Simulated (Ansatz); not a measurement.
`[NH2][Ge]([F])[F]`, charge 0, multiplicity 2.

Q: Give a relaxed structure at PBE0-D4/def2-TZVP (Ansatz). (An estimate is asked.)

A: Ansatz gave: 
```xyz
6

N     0.415   -0.853   -0.033
Ge   -0.605    0.649    0.242
F    -1.100    1.157   -1.343
F     0.509    1.856    0.806
H    -0.088   -1.612   -0.476
H     0.869   -1.197    0.805
```
Point group Cs.
